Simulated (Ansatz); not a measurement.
The cluster Au2S. Total charge 0; singlet. Geometry PBE-D4/def2-TZVP; atoms count from 1.

Cartesian coordinates in Å:
```
Au 1.4661 -0.8264 -0.1925
Au -1.2604 0.7853 -0.8150
S -0.2057 0.0411 1.0075
```

In the def2 sets Au takes a core potential; there is no spin–orbit coupling. The structure comes from a short search, and lower isomers may exist.

Q: Estimate the Mulliken populations from the PBE0/def2-TZVP orbitals of Ansatz.

A: 
```json
{"atom": "Au1", "charge (e)": "0.25", "d electrons": "9.69"}
{"atom": "Au2", "charge (e)": "0.25", "d electrons": "9.69"}
{"atom": "S3", "charge (e)": "-0.50", "d electrons": "–"}
```
Mulliken values depend strongly on the basis.

Q: And the Mayer bond orders between heavy atoms (over 0.3)?

A: Au1–S3 1.19 (2.23 Å); Au2–S3 1.19 (2.23 Å).
